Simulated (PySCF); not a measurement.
## Frontier orbitals and the lowest excitations

Species: cyclo-(SiF2)3.
Z-matrix (Å and degrees, PBE0-D3(BJ)/def2-SVP geometry), rows numbered from 1:
```
Si
F   1  1.6152
F   1  1.6142  2  107.33
Si  1  2.3868  2  119.08  3   145.15
F   4  1.6137  1  123.52  2    -4.80
F   4  1.6153  1  117.95  2  -144.35
Si  4  2.3891  1   60.05  2   107.77
F   7  1.6148  1  119.92  4   110.60
F   7  1.6141  1  121.91  4  -109.79
```

The calculation used PySCF, TDDFT B3LYP/def2-SVPD, vertical, gas phase, core orbitals frozen in the response.

Frontier orbitals with the atoms that hold most of them (Löwdin shares over 4%, at most four atoms; ? is withheld):

| orbital | ε (eV) | atoms |
| --- | --- | --- |
| HOMO-3 | -12.51 | F6 32%, F5 24%, F8 20%, F9 15% |
| HOMO-2 | -12.51 | F2 33%, F3 27%, F9 18%, F8 15% |
| HOMO-1 | -8.35 | Si4 28%, Si1 23%, Si7 17%, F9 6% |
| HOMO | -8.34 | Si7 29%, Si1 23%, Si4 18%, F5 6% |
| LUMO | ? | Si7 24%, Si1 24%, Si4 24%, F6 5% |
| LUMO+1 | -1.91 | Si4 27%, Si1 27%, Si7 27% |
| LUMO+2 | -0.92 | Si7 21%, Si4 20%, Si1 20%, F9 8% |

Q: What is the LUMO energy, and the HOMO–LUMO gap?

A: ε(LUMO) = -3.48 eV; the gap is 4.86 eV (0.1787 hartree).

Within 0.005 eV of a neighbour in this list lie HOMO-3/HOMO-2.

Q: How does S1 compare with the orbital gap of 4.86 eV?

A: S1 is at 3.77 eV (f = 0.0001), 1.09 eV below the gap, made of HOMO-1/HOMO→LUMO (100%). S1/S2 lie within about 0.01 eV of each other. 

Next come S2 at 3.78 eV (f 0.0001), HOMO-1/HOMO→LUMO (100%); S3 at 5.56 eV (f 0.079), HOMO-1/HOMO→LUMO+1 (≥93%); S4 at 5.57 eV (f 0.078), HOMO-1/HOMO→LUMO+1 (≥93%); S5 at 6.33 eV (f 0.0000), HOMO-1/HOMO→LUMO+2 (≥47%), HOMO-1/HOMO→LUMO+3 (≥47%).

Orbitals of the list HOMO-3 to LUMO+2 that lie within 0.01 eV of each other are written together with a slash and their weights summed (≥ marks a lower bound); for degenerate orbitals outside that list single weights are arbitrary.

Löwdin shares depend on the basis, the more so with diffuse functions.

One conformer stands for the species.
